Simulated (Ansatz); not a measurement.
Geometry optimisation, UKS PBE/def2-SVP in Ansatz 0.2.0.

input.yaml

```yaml
crystal:
  periodic: [false, false, false]
  atoms:
    - { symbol: W, position_ang: [0.0, 0.0, 0.0] }
    - { symbol: Cl, position_ang: [0.0, 0.0, 2.64] }
    - { symbol: F, position_ang: [1.85, 0.0, 0.0] }
    - { symbol: F, position_ang: [0.0, 1.85, 0.0] }
    - { symbol: F, position_ang: [-1.85, 0.0, 0.0] }
    - { symbol: F, position_ang: [0.0, -1.85, 0.0] }
    - { symbol: F, position_ang: [0.0, 0.0, -1.85] }
    - { symbol: Cl, position_ang: [0.0, 0.0, 4.98] }
magnetization:
  spin_polarized: true
  initial_magnetization: 1
basis:
  gaussian: { orbitals: def2-SVP }
hamiltonian:
  xc: pbe
relax:
  f_tol: 0.15
  max_steps: 25
  restrain:
    - { distance: [1, 7], at: 2.04, k: 30.0 }
    - { distance: [0, 1], at: 3.59, k: 30.0 }
```

Command:

```bash
$ ansatz run input.yaml --threads 4 --pin off --max-ram 5120MiB --backend cpu --events-out ev --progress --plain --runs-dir out
```

Problem. Where does it end, and by what steps?

Solution. The run converged. The restraints hold the end off the free minimum. After 19 steps the energy has risen by 0.490 eV (the restraints' own energy left out); Cl8 moved furthest, 1.09 Å. Parted: W1–Cl2 (2.64 → 3.58 Å).

```csv
step,energy less start (eV),largest force component (eV/Å),accepted
0,0.0000,3.200,yes
1,0.9521,3.978,yes
2,1.2157,5.080,yes
3,0.8669,1.027,yes
4,0.6604,0.610,yes
5,0.6039,0.511,yes
6,0.5815,0.446,yes
7,0.5491,0.450,yes
8,0.5396,0.478,yes
9,0.5234,0.136,no
10,0.5295,0.430,yes
11,0.5219,0.354,yes
12,0.5222,0.398,yes
13,0.5053,0.183,yes
14,0.5334,0.352,no
15,0.5061,0.451,yes
16,0.4972,0.289,yes
17,0.4966,0.325,yes
18,0.4895,0.231,yes
19,0.4904,0.261,yes
```

```xyz
8
Properties=species:S:1:pos:R:3
W -0.036 -0.036 -0.247
Cl 0.649 0.651 3.204
F 1.834 -0.187 -0.175
F -0.186 1.834 -0.176
F -1.761 -0.004 0.492
F -0.005 -1.760 0.494
F 0.090 0.089 -2.096
Cl -0.584 -0.588 4.274
```

The run took 110 s on 4 threads of Arm Neoverse V2, on a shared host, peak memory 0.43 GiB.
